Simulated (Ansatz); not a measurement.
```yaml
crystal:
  periodic: [false, false, false]
  atoms:
    - {symbol: C, position_ang: [-0.691057, -0.190903, -0.743186]}
    - {symbol: Si, position_ang: [0.410438, 1.028747, 0.045257]}
    - {symbol: In, position_ang: [0.679955, -1.204601, 1.464351]}
    - {symbol: H, position_ang: [-0.388399, -0.434874, -1.615956]}
    - {symbol: H, position_ang: [-1.803087, 0.010172, -0.461423]}
    - {symbol: H, position_ang: [0.177149, 2.080151, 1.019972]}
    - {symbol: H, position_ang: [1.719678, 1.408993, -0.653543]}
    - {symbol: H, position_ang: [-0.377803, -2.637134, 0.897200]}
basis:
  gaussian: {orbitals: def2-mTZVP, final_grid: {core_spheres: 1, valence_spheres: 1, degree: 3}}
hamiltonian: {xc: {name: r2SCAN}}
output: {forces: true}
```

```sh
$ ansatz run in.yaml --threads 2 --pin off --events-out ev --progress --plain --max-ram 4352MiB
```

Shortened log:

```
Functional definition: r2SCAN
982 factors; their error is unknown
mean field evaluation 1: about -14153.4647 eV, gradient 7.2e1 eV
mean field evaluation 2: about -14063.5344 eV, gradient 1.3e2 eV
mean field evaluation 4: about -14166.3014 eV, gradient 1.9e1 eV
mean field evaluation 8: about -14167.9789 eV, gradient 2.4e-1 eV
a density is far from that of the atoms, so the factors are made again for it
1135 factors; integrals over basis functions are off by at most 1.5e-4 eV
mean field -14275.10019812 eV, -524.6002562703 hartree, gradient 2.5e-5 eV, S^2 0.000000; 0 other end points of the search recorded, 0 dependent functions left out
reference -14275.10025146 eV, -524.6002582307 hartree; 23, 23 occupied and 69, 69 virtual orbitals, 1135 factors
Total energy: -14275.10025146 eV, -524.6002582307 hartree
Atom 0 at    -0.691057    -0.190903    -0.743186 Å, force    29.659226   118.875616    46.573636 eV/Å
Atom 1 at     0.410438     1.028747     0.045257 Å, force   -90.900759  -136.901401   -46.449464 eV/Å
Atom 2 at     0.679955    -1.204601     1.464351 Å, force    21.858815    20.587443    -5.919480 eV/Å
Atom 3 at    -0.388399    -0.434874    -1.615956 Å, force    10.066609   -28.535903     5.095668 eV/Å
Atom 4 at    -1.803087     0.010172    -0.461423 Å, force    17.918815     9.560369   -16.380899 eV/Å
Atom 5 at     0.177149     2.080151     1.019972 Å, force     5.851466     9.391980    10.876653 eV/Å
Atom 6 at     1.719678     1.408993    -0.653543 Å, force     4.621588     8.595395     6.307198 eV/Å
Atom 7 at    -0.377803    -2.637134     0.897200 Å, force     0.924239    -1.573500    -0.103312 eV/Å
Dipole moment:     2.068334    -1.596830     2.652504 e Å
```

Something in this input is off. What?

The integration grid is far too coarse. The run converged. The result belongs to that input, not to the molecule as meant.
